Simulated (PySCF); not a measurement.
Zero-point energy (kcal/mol) of eight silicon and germanium compounds: PBE-D3(BJ) beside B3LYP-D3(BJ), computed with PySCF for isolated molecules in the bases named; differences from unrounded values. The eight are the first of their class met in an unordered collection, after screening for sound electronic states; none was chosen by its value. Each level has its own optimised geometry.

```tsv
molecule	basis	B3LYP-D3(BJ)	PBE-D3(BJ)	difference
C₄H₅NSi, SMILES C([SiH](N)C#C)#C	def2-SVP	46.03	44.73	-1.30
C3H6O2Si, SMILES O[SiH2][C@@H]1C=CO1	def2-SVP	52.81	51.27	-1.54
GeH7NSi, SMILES [SiH3][NH][GeH3]	def2-SVP	40.18	39.01	-1.17
CH8N2OSi2, SMILES N[Si@]1(O)CN[SiH2]1	def2-SVP	63.15	61.52	-1.63
C3H11NSi2, SMILES C=C([SiH3])N(C)[SiH3]	def2-SVP	80.26	77.75	-2.51
GeH2Br2, SMILES [Br][GeH2][Br]	def2-SVP	11.08	10.75	-0.33
Si(Cl)2(F)(GeH3) (Cl2FGeH3Si), SMILES F[Si](Cl)(Cl)[GeH3]	def2-SVP	19.01	18.49	-0.52
Si(H)(Me)(SH)2 (CH₆S₂Si), SMILES S[SiH](S)C	def2-SVP	40.56	39.50	-1.07
```

PBE-D3(BJ) lies below B3LYP-D3(BJ) in 8 and above it in 0 of the eight; the mean signed difference is -1.26 and the largest -2.51 kcal/mol.
